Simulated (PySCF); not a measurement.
Compound: C₄H₉FOSi.
Numbering: `[CH3:1][O:2][Si@@H:3]1[CH2:4][CH2:5][C@@H:6]1[F:7]` (hydrogens: H8, H9, H10 on C1; H11 on Si3; H12, H13 on C4; H14, H15 on C5; H16 on C6)

Torsions of this conformer, `[CH3:1][O:2][Si@@H:3]1[CH2:4][CH2:5][C@@H:6]1[F:7]`: C1–O2–Si3–C4 148°.

The closed-shell ground state was solved at several levels (PySCF, density fitting, gas phase, non-relativistic). Geometry: PBE0-D3(BJ)/def2-SVP, one conformer, isolated molecule.

| level | basis functions | HOMO (eV) | LUMO (eV) | gap (eV) | dipole (D) |
| --- | --- | --- | --- | --- | --- |
| B3LYP/def2-SVPD | 222 | -7.34 | 0.03 | 7.37 | 1.16 |
| PBE0/pcSseg-1 | 171 | -7.47 | 0.61 | 8.08 | 1.03 |

(1) What might B3LYP/pcSseg-1 (171 basis functions) give for the same quantities?

(2) Over all these levels, which gives the widest orbital gap and which the narrowest?

(3) How far do the dipole and the HOMO energy spread over the levels?

Answers

(1) HOMO -7.25 eV, LUMO 0.40 eV, gap 7.65 eV, dipole 1.03 D.

(2) PBE0/pcSseg-1 (global hybrid, 25 % exact exchange) has the widest, 8.08 eV, and B3LYP/def2-SVPD (global hybrid, 20 % exact exchange) the narrowest, 7.37 eV. Functional and basis both differ between the two, so the spread mixes both effects.

(3) The dipole runs from 1.03 to 1.16 D (mean 1.08 D) and the HOMO from -7.47 to -7.25 eV.
